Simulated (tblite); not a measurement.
C₅H₇NOSi.
Z-matrix (Å and degrees, GFN2-xTB geometry), rows numbered from 1:
```
N 
C   1  1.2574
Si  2  1.9124  1  129.31
C   3  1.8724  2  108.02  1   -14.26
C   4  1.3699  3  133.34  2  -138.39
C   5  1.4119  4  106.90  3  -179.36
C   6  1.3615  5  105.74  4    -0.02
O   7  1.3388  6  110.68  5     0.00
H   1  1.0206  2  115.01  3     0.39
H   2  1.0910  1  114.18  3   179.36
H   3  1.4671  2  107.68  1   105.77
H   3  1.4633  2  109.11  1  -132.62
H   5  1.0710  4  126.02  3     0.72
H   6  1.0707  5  127.35  4   179.97
H   7  1.0725  6  131.98  5  -179.98
```

Computed with GFN2-xTB (tblite): harmonic, unscaled wavenumbers at the GFN2-xTB geometry, gas phase. This tight-binding method is rough: wavenumbers can miss measured ones by several per cent, in bad cases by 10 to 20. Modes of hydrogen on silicon can be 10 to 20 % off. One conformer, not necessarily the lowest.

Harmonic wavenumbers (cm⁻¹): 32.5, 66.2, 85.2, 164.5, 204.6, 374.5, 421.2, 465.7, 541.6, 586.3, 614.3, 632.6, 666.8, 733.8, 759.9, 772.2, 824.3, 850.4, 859.7, 909.3, 1040.5, 1093.8, 1103.8, 1115.3, 1169.4, 1185.4, 1214.2, 1364.1, 1364.5, 1436.4, 1555.5, 1704.8, 2233.3, 2269.5, 2939.5, 3162.6, 3177.0, 3187.9, 3297.7.

A = 3558, B = 1190, C = 950.6 MHz; mass 125.030 u (most abundant isotopes); point group C1, symmetry number 1.

Problem. Zero-point energy?

Solution. Half the sum of the wavenumbers: 23090 cm⁻¹ = 66.02 kcal/mol.

Problem. Entropy at 298.15 K, 1 bar (ideal gas, RRHO, classical rotation)?

Solution. Translation 40.41, rotation 28.77, vibration 25.06: S = 94.2 cal/(mol K).

Problem. And Cp and H(298.15 K) − H(0)?

Solution. Cp = 33.58 cal/(mol K), of which vibrations give 25.64 (their classical limit is 39 R = 77.5); H(298.15 K) − H(0) = 6.13 kcal/mol without the zero-point energy, 3.76 from vibrations.

Problem. What must be added to the electronic energy to get the Gibbs energy at 298.15 K and 1 bar?

Solution. ZPE + [H(298.15 K) − H(0)] − T·S = 66.02 + 6.13 − 28.10 = 44.05 kcal/mol.

Problem. Blend soft modes into free rotors: weight 1/[1 + (100 cm⁻¹/ν̃)⁴] for the oscillator and the rest for a rotor with moment μB/(μ + B), μ = h/(8π²ν), B = 10⁻⁴⁴ kg m². What vibrational entropy results?

Solution. 22.04 cal/(mol K) in place of 25.06, which changes −T·S at 298.15 K by +0.90 kcal/mol.

Problem. How do the functions run with temperature in this model?

Solution. 
```json
{"T (K)": "100", "S (cal/(mol K))": "69.1", "Cp (cal/(mol K))": "16.5", "H − H(0) (kcal/mol)": "1.26", "G − H(0) (kcal/mol)": "-5.65", "ln q(vib)": "1.98"}
{"T (K)": "200", "S (cal/(mol K))": "82.8", "Cp (cal/(mol K))": "24.4", "H − H(0) (kcal/mol)": "3.28", "G − H(0) (kcal/mol)": "-13.28", "ln q(vib)": "4.19"}
{"T (K)": "300", "S (cal/(mol K))": "94.4", "Cp (cal/(mol K))": "33.8", "H − H(0) (kcal/mol)": "6.19", "G − H(0) (kcal/mol)": "-22.15", "ln q(vib)": "6.31"}
{"T (K)": "500", "S (cal/(mol K))": "115.5", "Cp (cal/(mol K))": "48.9", "H − H(0) (kcal/mol)": "14.56", "G − H(0) (kcal/mol)": "-43.19", "ln q(vib)": "10.59"}
{"T (K)": "800", "S (cal/(mol K))": "141.7", "Cp (cal/(mol K))": "62.1", "H − H(0) (kcal/mol)": "31.42", "G − H(0) (kcal/mol)": "-81.92", "ln q(vib)": "16.77"}
{"T (K)": "1000", "S (cal/(mol K))": "156.1", "Cp (cal/(mol K))": "67.5", "H − H(0) (kcal/mol)": "44.41", "G − H(0) (kcal/mol)": "-111.73", "ln q(vib)": "20.57"}
```

q(vib) and H(0) count from the zero-point level.

Hindered rotation and anharmonicity are outside this model. Other conformers, if any are populated, would add a mixing term that is left out. The structure is chiral; the term R ln 2 for an equal mix with its mirror image is left out.
